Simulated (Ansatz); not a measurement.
Program: Ansatz. Geometries: PBE0-D4/def2-TZVP. ΔE: electronic, gas phase. CCSD(T)/CBS adds triple-zeta CCSD(T) − MP2 to the extrapolated MP2 energy (def2 sets, frozen cores). For Ge, Mg outer-core shells are correlated without core-valence functions, which leaves a few kJ/mol of doubt a bond. Scalar relativity is left out up to krypton. Each species was taken in one conformer, which may not be the lowest.

Consider the redistribution: `C[S][Mg][SH]` + `C[N](C)[GeH3]` → `C[N](C)[Mg][SH]` + `C[S][GeH3]`.

| species | HF/def2-TZVPP energy (Eh) |
| --- | --- |
| `C[S][Mg][SH]` | -1034.99352 |
| `C[N](C)[GeH3]` | -2210.82504 |
| `C[N](C)[Mg][SH]` | -731.50669 |
| `C[S][GeH3]` | -2514.29908 |

Problem. Work out ΔE.

Solution. ΔE = (-731.50669) + (-2514.29908) − (-1034.99352) − (-2210.82504) = 0.01279 Eh = +8.0 kcal/mol. CCSD(T)/CBS gives +5.6 kcal/mol.

Largest T1 diagnostic among the species: 0.011.

In def2-TZVPP, CCSD(T) changes the Hartree–Fock value by −2.3 kcal/mol (the triples alone add −0.2 kcal/mol) and MP2 by −2.4 kcal/mol. From PBE to PBE0 (25 % exact exchange), in def2-TZVPP and without D4, ΔE moves by +1.0 kcal/mol.
